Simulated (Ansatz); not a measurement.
**Exact exchange and the vertical ionisation energy of BI3**

BI3: 4 atoms, total charge 0, spin state singlet. SMILES: `IB(I)I`. The shape is that of a PBE0-D4/def2-TZVP optimisation.

The vertical ionisation energy (to the doublet cation) y, in eV, basis def2-SVP with a core potential; a is the functional's share of exact exchange. Programs: Ansatz 0.2.0.

```
functional  program     a  y (eV)
       PBE   Ansatz     0    8.71
    revPBE   Ansatz     0    8.66
     B3LYP   Ansatz   0.2    9.02
   r2SCAN0   Ansatz  0.25       ?
      PBE0   Ansatz  0.25    9.17
     BHLYP   Ansatz   0.5    9.38
```

Problem. Fit y = c + s·a to the known rows and predict r2SCAN0.

Solution. 
1. Means of the 5 rows: a = 0.1900, y = 8.988.
2. Σ(Δa)² = 0.172, Σ(Δa·Δy) = 0.2479, so the slope is 0.2479/0.172 = 1.4413.
3. Intercept: 8.988 − (1.4413) × 0.1900 = 8.714. The largest residual of the fit is 0.096.
4. r2SCAN0: 8.714 + (1.4413) × 0.25 = 9.07 eV.

The run gave 9.35 eV, so the prediction is off by -0.28 eV, more than the scatter of the fit. The rows mix families of semi-local functionals, which the line can't see. Spin-orbit coupling is left out.
